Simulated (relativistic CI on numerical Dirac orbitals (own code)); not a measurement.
**Sc³⁺ in a cubic cluster: 3s photoemission with charge transfer**

Computed with a charge-transfer multiplet model of a cubic metal-ligand cluster with up to 3 ligand holes, Slater and spin-orbit integrals from Dirac-Coulomb-Breit ions, Slater integrals scaled by 0.8. The parameters are those of a tetrahedral site (10Dq negative, t2 hopping the larger). The ground state mixes d0 with configurations of k ligand holes L, whose averages lie at kΔ + k(k − 1)U_dd/2; a core hole lowers each added d electron by U_cd. 300 K, Lorentzian 1.4 eV and Gaussian 0.8 eV FWHM.

Atomic integrals in eV (Slater integrals scaled, ζ unscaled), ground: F2dd 4.710, F4dd 2.885, zeta_d 0.005; with the core hole: F2dd 4.710, F4dd 2.885, zeta_d 0.013, G2cd 7.380. Where a configuration has fewer than two d electrons, the dd integrals are those of d2.

Cluster parameters (eV): Δ = 3.5, U_dd = 5.4, U_cd = 6.4, 10Dq = -0.45, 10Dq(ligand) = 0, final-state hopping factor = 0.9.

```csv
Case,n_d,d0,d1L,d2L2,d3L3,S
"V(eg) = 0.9 eV, V(t2g) = -1.53 eV",0.50,0.55,0.39,0.06,0.00,0.00
"V(eg) = 1.2 eV, V(t2g) = -2.04 eV",0.66,0.45,0.44,0.10,0.01,0.00
"V(eg) = 1.8 eV, V(t2g) = -3.06 eV",0.89,0.33,0.48,0.18,0.02,0.00
```

Weights, n_d and S are thermal averages at 300 K. Binding energies count from the first peak over 30 % of the highest in each spectrum, which can be another peak from case to case. The parameters are a model scan and need not match a compound or its usual spin state. Peaks in eV (height, largest 100):
- V(eg) = 0.9 eV, V(t2g) = -1.53 eV: 0.0 (100), 4.9 (28), 7.3 (30), 10.6 (10)
- V(eg) = 1.2 eV, V(t2g) = -2.04 eV: 0.0 (100), 5.7 (16), 8.8 (22)
- V(eg) = 1.8 eV, V(t2g) = -3.06 eV: 0.0 (100), 7.7 (7), 12.2 (13)

Curve for V(eg) = 1.8 eV, V(t2g) = -3.06 eV (points under 2 left out, the grid thinned):

```json
{"E (eV)": "-3.7", "Intensity": "4.3"}
{"E (eV)": "-3.3", "Intensity": "5.3"}
{"E (eV)": "-2.9", "Intensity": "6.9"}
{"E (eV)": "-2.4", "Intensity": "9.9"}
{"E (eV)": "-2.0", "Intensity": "14.1"}
{"E (eV)": "-1.6", "Intensity": "21.2"}
{"E (eV)": "-1.2", "Intensity": "34.3"}
{"E (eV)": "-0.8", "Intensity": "57.0"}
{"E (eV)": "-0.4", "Intensity": "85.9"}
{"E (eV)": "0.1", "Intensity": "98.7"}
{"E (eV)": "0.5", "Intensity": "77.0"}
{"E (eV)": "0.9", "Intensity": "48.6"}
{"E (eV)": "1.3", "Intensity": "29.3"}
{"E (eV)": "1.7", "Intensity": "18.6"}
{"E (eV)": "2.2", "Intensity": "11.7"}
{"E (eV)": "2.6", "Intensity": "8.7"}
{"E (eV)": "3.0", "Intensity": "6.9"}
{"E (eV)": "3.4", "Intensity": "5.8"}
{"E (eV)": "3.8", "Intensity": "5.3"}
{"E (eV)": "4.2", "Intensity": "5.1"}
{"E (eV)": "4.7", "Intensity": "4.6"}
{"E (eV)": "5.1", "Intensity": "4.0"}
{"E (eV)": "5.5", "Intensity": "3.7"}
{"E (eV)": "5.9", "Intensity": "3.8"}
{"E (eV)": "6.3", "Intensity": "4.4"}
{"E (eV)": "6.8", "Intensity": "5.5"}
{"E (eV)": "7.2", "Intensity": "6.3"}
{"E (eV)": "7.6", "Intensity": "6.9"}
{"E (eV)": "8.0", "Intensity": "6.5"}
{"E (eV)": "8.4", "Intensity": "5.1"}
{"E (eV)": "8.8", "Intensity": "3.8"}
{"E (eV)": "9.3", "Intensity": "2.9"}
{"E (eV)": "9.7", "Intensity": "2.7"}
{"E (eV)": "10.1", "Intensity": "2.9"}
{"E (eV)": "10.5", "Intensity": "3.6"}
{"E (eV)": "10.9", "Intensity": "4.9"}
{"E (eV)": "11.4", "Intensity": "8.1"}
{"E (eV)": "11.8", "Intensity": "11.5"}
{"E (eV)": "12.2", "Intensity": "13.5"}
{"E (eV)": "12.6", "Intensity": "12.2"}
{"E (eV)": "13.0", "Intensity": "9.0"}
{"E (eV)": "13.4", "Intensity": "6.1"}
{"E (eV)": "13.9", "Intensity": "3.9"}
{"E (eV)": "14.3", "Intensity": "2.8"}
{"E (eV)": "14.7", "Intensity": "2.1"}
```

A d0 ion has no d-d gap: its lowest excitations are ligand-to-metal charge transfer. With the core hole the average of the configuration with one ligand hole lies at Δ − U_cd = -2.9 eV before mixing: the effective hopping of about 4.8 eV (from the holes of the mixed ground state) is comparable with this gap or larger, so the configurations mix strongly.

Without intra-shell correlation the exchange splitting of the 3s hole comes out too large.
